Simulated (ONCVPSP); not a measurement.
## Transferability test, ONCV potential for Al

ONCVPSP 4.0.1 input, shortened (lines: element, Z, core and valence counts, functional; n l f; lmax; l rc ep ncon nbas qcut; lloc lpopt rc5 dvloc0; l nproj debl; icmod fcfact rcfact), PBEsol, scalar-relativistic:

```
  Al 13.00    3    2  -116133      upf
    1    0    2.00
    2    0    2.00
    2    1    6.00
    3    0    2.00
    3    1    1.00
    1
    0    1.85    0.00    4    8    3.40
    1    2.40    0.00    4    8    3.80
    4    5    1.45    0.00
    0    1    0.70
    1    1    0.80
    0    0.00    0.00
```

Energies are relative to the spin-unpolarised reference configuration 3s2 3p1; without spin polarisation the order of configurations can differ from experiment.

Question: Give the all-electron excitation energy and the error of the potential for: 3s2 3p0; 3s1 3p0; 3s2 3p0.5; 3s0 3p3.

Answer:

```
valence configuration  charge  ΔE all-electron (eV)  error AE − PS (meV)
              3s2 3p0      +1                 5.736                 +1.4
              3s1 3p0      +2                24.907                  +34
            3s2 3p0.5    +0.5                 2.074                 +0.2
              3s0 3p3       0                10.405                  +15
```

Note: no bound ghost flagged; GHOST(+) flagged for s at 21.7 eV.
